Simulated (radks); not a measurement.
Isoelectronic series with 1 electrons, all held in the configuration 1s1, which need not be the ground one along the series. Method: scalar-relativistic Kohn-Sham, BLYP, spin-polarised, spherical densities, point nucleus; open shells are filled with parallel spins first (spin-orbit coupling, left out, can overturn this in heavy ions); computed with a radial shooting solver on a logarithmic mesh with Libxc functionals. Total energies (hartree) and mean radii <r> (bohr):

ion    E (hartree)    1s up
Cr23+   -290.18463  0.06191
Fe25+   -341.03596  0.05704
Ni27+   -396.11406  0.05286
Zn29+   -455.45708  0.04923
Ge31+   -519.10664  0.04604
Se33+   -587.10800  0.04323
Kr35+   -659.51019  0.04072
Sr37+   -736.36624  0.03847
Zr39+   -817.73338  0.03643
Mo41+   -903.67326  0.03459
Ru43+   -994.25223  0.03291
Pd45+  -1089.54163  0.03136
Cd47+  -1189.61806  0.02994
Sn49+  -1294.56381  0.02863
Te51+  -1404.46719  0.02742
Xe53+  -1519.42300  0.02629
Ba55+   -1639.5330  0.02524
Ce57+   -1764.9064  0.02425
Nd59+   -1895.6606  0.02333
Sm61+   -2031.9217  0.02246
Gd63+   -2173.8255  0.02164
Dy65+   -2321.5181  0.02086
Er67+   -2475.1569  0.02013
Yb69+   -2634.9118  0.01943
